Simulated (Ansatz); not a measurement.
Reaction (redistribution): `N[SiH](F)[SiH2]O` + `NC[O][SbH2]` → `N[SiH](F)[O][SbH2]` + `NC[SiH2]O`

Computed with Ansatz on PBE0-D4/def2-TZVP structures; ΔE is electronic, products minus reactants. CCSD(T)/CBS is the MP2 limit (def2-TZVPP, def2-QZVPP) plus CCSD(T) − MP2 in def2-TZVPP, frozen cores. DFT in def2-TZVPP. Elements past krypton have def2 core potentials. For Sb outer-core shells are correlated without core-valence functions, which leaves a few kJ/mol of doubt a bond. Each species was taken in one conformer, which may not be the lowest.

Question: Is it downhill or uphill in electronic energy at CCSD(T)/CBS, and by how much? (An estimate is asked.)

Answer: Computed: Downhill: ΔE = -199.1 kJ/mol.

Question: What do these levels give: BLYP-D4, r2SCAN-D4, CAM-B3LYP-D4, BLYP, r2SCANh, HF/def2-SVP, MP2/def2-SVP, CCSD/def2-SVP, CCSD(T)/def2-SVP, CCSD(T)/def2-TZVPP, SCS-MP2/def2-QZVPP, MP2/CBS(def2)? (An estimate is asked.)

Answer: The calculation gave: BLYP-D4 -178.4, r2SCAN-D4 -189.9, CAM-B3LYP-D4 -196.2, BLYP -176.5, r2SCANh -192.8, HF/def2-SVP -191.7, MP2/def2-SVP -190.3, CCSD/def2-SVP -182.3, CCSD(T)/def2-SVP -178.8, CCSD(T)/def2-TZVPP -198.0, SCS-MP2/def2-QZVPP -206.8, MP2/CBS(def2) -208.6 kJ/mol.

Largest T1 diagnostic among the species: 0.014.

At CCSD(T), def2-SVP lies +20.3 kJ/mol from the extrapolated value and def2-TZVPP +1.0 kJ/mol. From PBE to PBE0 (25 % exact exchange), in def2-TZVPP and without D4, ΔE moves by −13.7 kJ/mol.
